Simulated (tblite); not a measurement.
Species: C₅H₉OPSi.
Geometry (GFN2-xTB, Å), atoms numbered from 1 in this order:
```
atom  x, y, z in Å
C1    -1.3504    2.5620   -0.5982
C2    -0.9318    1.4479   -0.7330
C3    -0.3986    0.1159   -0.8315
C4    -1.2666   -0.9179   -0.1038
C5    -0.3556   -2.0854    0.2582
O6     0.8680   -1.5784    0.7387
Si7    1.2883   -0.1502    0.0645
P8     1.6435    1.3458    1.6790
H9    -1.7325    3.5341   -0.5068
H10   -0.3069   -0.1540   -1.8874
H11   -1.6513   -0.4713    0.8151
H12   -2.1098   -1.2521   -0.7085
H13   -0.1556   -2.7026   -0.6247
H14   -0.7844   -2.7163    1.0399
H15    2.3511   -0.3812   -0.9251
H16    1.9010    2.3783    0.7962
H17    2.9845    1.0374    1.8163
```

Calculated harmonic vibrations of the isolated species, GFN2-xTB (tblite), most abundant isotopes, no scaling. This tight-binding method is rough: wavenumbers can miss measured ones by several per cent, in bad cases by 10 to 20. Modes of hydrogen on phosphorus and silicon can be 10 to 20 % off. One conformer, not necessarily the lowest.

Harmonic wavenumbers (cm⁻¹): 56.0, 58.9, 71.7, 142.6, 145.5, 207.0, 233.3, 372.8, 396.4, 454.2, 489.7, 561.5, 594.2, 619.0, 654.8, 661.4, 687.5, 713.5, 725.5, 814.1, 878.4, 948.9, 1002.5, 1059.3, 1083.0, 1094.7, 1135.1, 1138.0, 1188.7, 1207.5, 1258.3, 1312.8, 1322.3, 1477.0, 1488.9, 2187.4, 2284.0, 2314.1, 2392.0, 2914.1, 2928.9, 2967.3, 2984.9, 2994.5, 3400.6.

A = 1576, B = 1487, C = 873.7 MHz; mass 144.016 u (most abundant isotopes); point group C1, symmetry number 1.

**Question.** Zero-point energy?

**Answer.** Half the sum of the wavenumbers: 26811 cm⁻¹ = 76.66 kcal/mol.

**Question.** What is S at 500 K and 1 bar for an ideal gas of classical rigid rotors and harmonic oscillators?

**Answer.** Translation 43.40, rotation 30.98, vibration 50.29: S = 124.7 cal/(mol K).

**Question.** And Cp and H(500 K) − H(0)?

**Answer.** Cp = 55.16 cal/(mol K), of which vibrations give 47.21 (their classical limit is 45 R = 89.4); H(500 K) − H(0) = 16.63 kcal/mol without the zero-point energy, 12.66 from vibrations.

**Question.** How do the functions run with temperature in this model?

**Answer.** 
```
 T (K)  S (cal/(mol K))  Cp (cal/(mol K))  H − H(0) (kcal/mol)  G − H(0) (kcal/mol)  ln q(vib)
    50             59.7              14.0                 0.52                -2.47       0.60
   100             71.1              19.0                 1.35                -5.75       1.96
298.15            100.5              38.7                 7.04               -22.92       7.31
373.15            109.9              45.7                10.21               -30.81       9.29
   750            149.7              67.9                32.15               -80.10      18.69
  1000            170.4              76.1                50.21              -120.18      24.27
```

q(vib) and H(0) count from the zero-point level.

**Question.** Blend soft modes into free rotors: weight 1/[1 + (100 cm⁻¹/ν̃)⁴] for the oscillator and the rest for a rotor with moment μB/(μ + B), μ = h/(8π²ν), B = 10⁻⁴⁴ kg m². What vibrational entropy results?

**Answer.** 45.88 cal/(mol K) in place of 50.29, which changes −T·S at 500 K by +2.20 kcal/mol.

**Question.** Which modes carry the vibrational entropy at 500 K?

**Answer.** 56.0 cm⁻¹: 5.62; 58.9 cm⁻¹: 5.52; 71.7 cm⁻¹: 5.13; 142.6 cm⁻¹: 3.77; 145.5 cm⁻¹: 3.73; 207.0 cm⁻¹: 3.05 cal/(mol K); the other 39 give 23.48 together.

**Question.** What must be added to the electronic energy to get the Gibbs energy at 500 K and 1 bar?

**Answer.** ZPE + [H(500 K) − H(0)] − T·S = 76.66 + 16.63 − 62.34 = 30.95 kcal/mol.

Hindered rotation and anharmonicity are outside this model. Other conformers, if any are populated, would add a mixing term that is left out. The structure is chiral; the term R ln 2 for an equal mix with its mirror image is left out.
